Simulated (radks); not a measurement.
Neutral argon inside a hard spherical wall (all orbitals vanish at R), configuration held at [Ar] and not refilled when levels cross. Calculated with a radial shooting solver on a logarithmic mesh with Libxc functionals: scalar-relativistic Kohn-Sham, PBEsol, spin-polarised, spherical densities, point nucleus. Eigenvalues in eV for spin up, with the zero of energy where the potential of the charges vanishes at infinity; a dash marks a level that is unbound or too diffuse for the functional's potential to be trusted. A positive occupied level is held by the wall or, in an anion where self-interaction has pushed it up, behind a barrier. The pressure on the wall is -dE/dV.

| R (bohr) | E (hartree) | kinetic (hartree) | e(2s) | e(2p) | e(3s) | e(3p) | e(4s, empty) | e(4p, empty) | pressure (GPa) |
|---|---|---|---|---|---|---|---|---|---|
| free | -528.48401 | 531.150 | -296.45 | -229.66 | -24.201 | -10.233 | - | - | 0 |
| 15 | -528.48401 | 531.150 | -296.45 | -229.66 | -24.201 | -10.233 | - | - | < 0.0001 |
| 12 | -528.48401 | 531.150 | -296.45 | -229.66 | -24.201 | -10.233 | -0.040 | 1.250 | < 0.0001 |
| 8 | -528.48391 | 531.152 | -296.44 | -229.65 | -24.193 | -10.226 | 0.935 | 3.196 | 0.00610 |
| 7 | -528.48346 | 531.156 | -296.41 | -229.61 | -24.166 | -10.199 | 1.778 | 4.593 | 0.0456 |
| 6 | -528.48088 | 531.179 | -296.26 | -229.47 | -24.055 | -10.087 | 3.453 | 7.129 | 0.356 |
| 4 | -528.37350 | 531.850 | -293.33 | -226.51 | -22.013 | -7.892 | 16.538 | 23.788 | 29.9 |
| 3.5 | -528.20103 | 532.751 | -290.23 | -223.37 | -19.912 | -5.534 | 26.873 | 35.604 | 104 |
| 2.5 | -526.38045 | 540.150 | -271.74 | -204.51 | -6.133 | 10.119 | 85.192 | 96.927 | 1670 |
| 2 | -522.16615 | 553.827 | -247.29 | -179.35 | 17.343 | 35.939 | 172.07 | 182.91 | 8500 |
| 1.5 | -507.01249 | 594.501 | -197.27 | -127.08 | 89.534 | 110.51 | 399.10 | 397.19 | 58900 |
